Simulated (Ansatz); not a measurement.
A run for Ansatz (an electronic-structure program): U-r2SCAN/def2-TZVPP on F2Pb (SMILES [F][Pb][F]), a point of a bond scan (R = 5.550 Å). Elements past Kr take the def2 small-core potentials; no spin–orbit coupling.

Ansatz 0.2 input:
```yaml
crystal:
  periodic: [false, false, false]
  atoms:
    - {symbol: Pb, position_ang: [0.02962032, -0.01891666, 0.24316538]}
    - {symbol: F, position_ang: [1.69217005, 3.84010629, -3.38282165]}
    - {symbol: F, position_ang: [-0.91525349, -1.23799932, -1.11571404]}
basis:
  gaussian:
    orbitals: def2-TZVPP
hamiltonian:
  xc: {name: r2SCAN}
magnetization: {spin_polarized: true, initial_magnetization: 0}
```

It printed:

```
WARN ansatz: RAYON_NUM_THREADS=1 ignored (pool sized by the plan → 1); use --threads N
Functional definition: r2SCAN
integrals: 0.03 GiB planned
694 factors; their error is unknown
mean field: 0.32 GiB planned
mean field evaluation 1: about -10671.8046 eV, gradient 5.1e1 eV
mean field evaluation 2: about -10296.5541 eV, gradient 1.3e2 eV
mean field evaluation 4: about -10674.2227 eV, gradient 4.3e1 eV
mean field evaluation 8: about -10675.9242 eV, gradient 3.6e1 eV
mean field evaluation 16: about -10682.1868 eV, gradient 1.2e-1 eV
mean field evaluation 32: about -10682.7100 eV, gradient 1.2e-5 eV
mean field evaluation 64: about -10682.6975 eV, gradient 2.4e-4 eV
mean field evaluation 96: about -10681.9352 eV, gradient 9.0e-1 eV
mean field evaluation 128: about -10682.6997 eV, gradient 3.2e-2 eV
mean field evaluation 160: about -10682.7085 eV, gradient 1.6e-2 eV
mean field evaluation 192: about -10675.5114 eV, gradient 3.1e1 eV
mean field evaluation 224: about -10680.6702 eV, gradient 8.3e0 eV
mean field evaluation 256: about -10681.9427 eV, gradient 9.5e0 eV
mean field evaluation 288: about -10682.6975 eV, gradient 1.1e-1 eV
mean field evaluation 320: about -10682.6962 eV, gradient 6.6e-2 eV
mean field -10682.71004809 eV, -392.5823532662 hartree, gradient 1.8e-6 eV, S^2 0.634535; 14 other end points of the search recorded, 0 dependent functions left out
reference -10682.71006735 eV, -392.5823539740 hartree; 20, 20 occupied and 92, 92 virtual orbitals, 694 factors
Total energy: -10682.71006735 eV, -392.5823539740 hartree
```

The calculation finished and met its thresholds. Its determinant has ⟨S²⟩ = 0.63, a mixture of spin states.

Cost: roughly 120 core-seconds.
